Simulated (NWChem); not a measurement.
All runs are NWChem calculations. System: AuCl, charge 0, spin multiplicity 1, at a geometry optimised with PBE0/def2-SVP with def2 effective core potentials on Au. The structure started from a generated list of species. Level: BHandHLYP/def2-SVPD with def2 effective core potentials on Au.

Part of the output:

```
             Northwest Computational Chemistry Package (NWChem) 7.3.0
             --------------------------------------------------------

                                NWChem Input Module
                                -------------------

 Scaling coordinates for geometry "geometry" by  1.889725989
 (inverse scale =  0.529177249)

 Turning off AUTOSYM since
 SYMMETRY directive was detected!

                             Geometry "geometry" -> ""
                             -------------------------

 Output coordinates in angstroms (scale by  1.889725989 to convert to a.u.)

  No.       Tag          Charge          X              Y              Z
 ---- ---------------- ---------- -------------- -------------- --------------
    1 Au                  79.0000     0.00000000     0.00000000    -0.39896400
    2 Cl                  17.0000     0.00000000     0.00000000     1.85400900

 Effective nuclear repulsion energy (a.u.)     315.4432145466

            Nuclear Dipole moment (a.u.)
            ----------------------------
        X                 Y               Z
 ---------------- ---------------- ----------------
     0.0000000000     0.0000000000    -0.0000056692

      Symmetry information
      --------------------

 Group name             C2v
 Group number             16
 Group order               4
 No. of unique centers     2

      Symmetry unique atoms

     1    2


 Summary of "ao basis" -> "" (spherical)
 ------------------------------------------------------------------------------
       Tag                 Description            Shells   Functions and Types
 ---------------- ------------------------------  ------  ---------------------
 *                         def2-svpd                  on all atoms

                                 NWChem DFT Module
                                 -----------------

 Summary of "ao basis" -> "ao basis" (spherical)
 ------------------------------------------------------------------------------
       Tag                 Description            Shells   Functions and Types
 ---------------- ------------------------------  ------  ---------------------
 Au                        def2-svpd                13       35   6s4p2d1f
 Cl                        def2-svpd                11       27   5s4p2d

 Summary of "ao basis" -> "ao basis" (spherical)
 ------------------------------------------------------------------------------
       Tag                 Description            Shells   Functions and Types
[...]
     0   0 0 0      0.000000    -18.000000    -18.000000     36.000000

     1   1 0 0      0.000000      0.000000      0.000000      0.000000
     1   0 1 0      0.000000      0.000000      0.000000      0.000000
     1   0 0 1     -1.800442    -23.518198    -23.518198     45.235953

     2   2 0 0    -26.525450    -13.262725    -13.262725      0.000000
     2   1 1 0      0.000000      0.000000      0.000000      0.000000
     2   1 0 1     -0.000000     -0.000000     -0.000000      0.000000
     2   0 2 0    -26.525450    -13.262725    -13.262725      0.000000
     2   0 1 1      0.000000      0.000000      0.000000      0.000000
     2   0 0 2    -27.010722   -123.242761   -123.242761    219.474800

 *** CALLING NEW AORESP DRIVER FOR CLOSED AND OPEN SHELLS ***
 Entering AOResponse driver routine

--------------------------------------------------------------------------------

          ****************
          *** RESPONSE ***
          ****************

 Response module for NWChem and dynamic CPKS solver

          -----------------------------------------------
          Solving response equations for perturbing field
          -----------------------------------------------

 number of frequencies:     1
 frequency in a.u.:  0.7730000E-01
 Perturbing field: electric
 Using El. Dipole Length Gauge

 Setting up CPKS with frequency omega =      0.07730000 a.u.

                            NWChem Dynamic CPHF Module
                            --------------------------

    scftype = RHF
    nclosed =   18
      nopen =    0
  variables =     1584
  num. vecs =        3
  tolerance =   1.0D-04
  max. iter =   50

  int2e_file: Failed to allocate cache ... halving
 SCF residual:    1.2708520267425798E-005

Iterative solution of linear equations
  No. of variables     1584
  No. of equations        3
  Maximum subspace       30
       Convergence  1.0D-04

 ga_lkain filestub:cphf_sol
 ga_lkain filesoln:./mol.cphf_sol

   iter   nsub   residual    time
   ----  ------  --------  ---------
     1      3    3.61D+00       5.5
     2      6    1.74D+00       8.4
     3      9    7.40D-01      11.3
     4     12    7.04D-01      14.2
     5     15    3.09D-01      17.1
     6     18    9.01D-02      20.0
     7     21    1.88D-02      23.1
     8     24    1.82D-02      26.2
     9     27    1.74D-03      29.3
    10     30    1.57D-04      32.2
    11     30    2.77D-05      36.5

 Electric Dipole Response Matrix (nonzero elements):

              1        2        3
    1   38.5080  -0.0000  -0.0000
    2   -0.0000  38.5080   0.0000
    3   -0.0000   0.0000  64.2154

 ------------------------------------------
 average:        47.07712 + I       0.00000

 DFT Linear Response polarizability / au
 Frequency  =       0.0773000 / au
 Wavelength =     589.4353558 / nm
              X              Y              Z
 -----------------------------------------------
 X      38.5079619     -0.0000001     -0.0000003
 Y      -0.0000001     38.5079619      0.0000001
 Z      -0.0000003      0.0000001     64.2154331
 -----------------------------------------------
 Eigenvalues =      38.5079618     38.5079620     64.2154331
 Isotropic   =      47.0771190
 Anisotropic =      25.7074712
 -----------------------------------------------

 Magnetic Dipole Response Matrix (nonzero elements):
 Optical rotation tensor Beta

              1        2        3
    1    0.0000  33.5326   0.0000
    2  -33.5326  -0.0000   0.0000
    3   -0.0000  -0.0000   0.0000

 ------------------------------------------
 average:        -0.00000 + I       0.00000

 Exiting AOResponse driver routine

          -------------
          Dipole Moment
          -------------

 Center of charge (in au) is the expansion point
         X =       0.0000000 Y =       0.0000000 Z =       1.2565542

   Dipole moment        1.8004424241 A.U.
             DMX        0.0000000021 DMXEFC        0.0000000000
             DMY        0.0000000219 DMYEFC        0.0000000000
             DMZ       -1.8004424241 DMZEFC        0.0000000000
   -EFC- dipole         0.0000000000 A.U.
   Total dipole         1.8004424241 A.U.

   Dipole moment        4.5763027624 Debye(s)
             DMX        0.0000000054 DMXEFC        0.0000000000
             DMY        0.0000000557 DMYEFC        0.0000000000
             DMZ       -4.5763027624 DMZEFC        0.0000000000
   -EFC- dipole         0.0000000000 DEBYE(S)
   Total dipole         4.5763027624 DEBYE(S)

 1 a.u. = 2.541766 Debyes

 Task  times  cpu:       36.6s     wall:       36.6s

 Total times  cpu:       36.6s     wall:       36.6s
```

Task: Write an NWChem input that would produce this output.

Result: Several could match; the one computed here: 
```
start mol
memory heap 200 mb stack 900 mb global 1100 mb
geometry units angstroms nocenter noautoz
  Au     0.000000     0.000000    -0.398964
  Cl     0.000000     0.000000     1.854009
  symmetry group C2v
end
basis spherical
  * library def2-svpd
end
ecp
  Au library def2-ecp
end
dft
  xc bhlyp
  semidirect memsize 60000000 filesize 0
  iterations 100
end
property
  dipole
  response 1 0.0773
end
task dft property
```
